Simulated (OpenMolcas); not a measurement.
## Exact exchange and the dipole moment of C2H2Cl2Sn

The species is C2H2Cl2Sn (7 atoms), meant as a singlet with charge 0. As SMILES, `C#[C][SnH]([Cl])[Cl]`. Geometry: relaxed at PBE0-D4/def2-TZVP.

The dipole moment y, in D, basis def2-SVP with a core potential; a is the functional's share of exact exchange. Programs: OpenMolcas 26.06.

| functional | program | a | y (D) |
| --- | --- | --- | --- |
| PBE | OpenMolcas | 0 | 2.52 |
| BLYP | OpenMolcas | 0 | 2.41 |
| B3LYP | OpenMolcas | 0.2 | ? |
| PBE0 | OpenMolcas | 0.25 | 2.74 |
| BHLYP | OpenMolcas | 0.5 | 2.81 |

Task: Fit y = c + s·a to the known rows and predict B3LYP.

Result: 
1. Means of the 4 rows: a = 0.1875, y = 2.620.
2. Σ(Δa)² = 0.17188, Σ(Δa·Δy) = 0.125, so the slope is 0.125/0.17188 = 0.72725.
3. Intercept: 2.620 − (0.72725) × 0.1875 = 2.484. The largest residual of the fit is 0.075.
4. B3LYP: 2.484 + (0.72725) × 0.2 = 2.63 D.

The run gave 2.60 D, so the prediction is off by +0.03 D, within the largest residual. More exact exchange makes the molecule more polar here. The rows mix families of semi-local functionals, which the line can't see.
